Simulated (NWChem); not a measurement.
System: BHOI$_{2}$; SMILES OB(I)I

```xyz
5

B      0.8339     0.0135     0.0000
I     -0.2287    -1.8701     0.0000
I     -0.2280     1.8757     0.0000
O      2.1802     0.0579     0.0000
H      2.5940    -0.8276     0.0000
```
Atoms are numbered in this order, from 1.

Program: NWChem. Medium grid unless said otherwise, to which SCAN and Minnesota functionals are sensitive. The geometry was optimised at PBE-D3(BJ)/def2-SVP. def2 effective core potentials on I; no spin-orbit coupling. B3LYP is NWChem's, with the RPA form of VWN correlation. Total energies of different functionals are on different scales.

```
level                energy (Ha)  highest occupied level (eV)  orbital gap (eV)  dipole (D)
-------------------  -----------  ---------------------------  ----------------  ----------
B3LYP/def2-TZVP        -696.4341                          [?]               [?]        1.63
PBE/def2-TZVP          -696.1016                        -6.36              4.31        1.58
r2SCAN/def2-TZVP       -696.4241                        -6.65              4.85        1.66
BP86/def2-TZVP         -696.5100                        -6.47              4.33        1.61
B97-D/def2-TZVP        -697.2120                        -6.33              4.44        1.63
BHandHLYP/def2-TZVP    -696.0945                        -8.44              8.32        1.69
PBE0/def2-TZVP         -696.1556                        -7.49              6.31        1.65
```

Complete the blanks.


- B3LYP/def2-TZVP, highest occupied level (eV): -7.24
- B3LYP/def2-TZVP, orbital gap (eV): 5.91
